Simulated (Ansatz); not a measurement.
```yaml
crystal:
  periodic: [false, false, false]
  atoms:
    - {symbol: Cl, position_ang: [-1.805260, -1.825241, 1.674259]}
    - {symbol: Ga, position_ang: [0.064984, -1.369560, 0.540443]}
    - {symbol: N, position_ang: [0.711024, 0.440564, 1.121896]}
    - {symbol: Ga, position_ang: [0.260147, 1.313765, -0.688020]}
    - {symbol: Cl, position_ang: [-1.379057, 2.622140, -0.277930]}
    - {symbol: N, position_ang: [-0.519725, -0.487806, -1.180532]}
    - {symbol: H, position_ang: [1.146956, -2.428525, 0.340321]}
    - {symbol: H, position_ang: [0.070481, 0.806646, 1.866013]}
    - {symbol: H, position_ang: [1.718912, 0.559026, 1.466951]}
    - {symbol: H, position_ang: [1.508474, 1.693932, -1.474386]}
    - {symbol: H, position_ang: [-1.594340, -0.388906, -1.234612]}
    - {symbol: H, position_ang: [-0.177596, -0.887016, -2.010815]}
basis:
  gaussian: {orbitals: pcseg-2, final_grid: {core_spheres: 1, valence_spheres: 1, degree: 1}}
total_charge: -1
magnetization: {spin_polarized: true, initial_magnetization: 1}
hamiltonian: {xc: {name: r2SCAN}}
correlation: {diis_vectors: 2}
```

```sh
$ ansatz run in.yaml --threads 2 --pin off --events-out ev --progress --plain --max-ram 32768MiB --backend cuda --devices 0, --max-vram 18GiB
```

**Question.** How does Ansatz answer? (Estimate.)

**Answer.** The calculation gave: The input was rejected before any iteration.
```
Error: invalid value for `correlation`: name a method or an active space
```
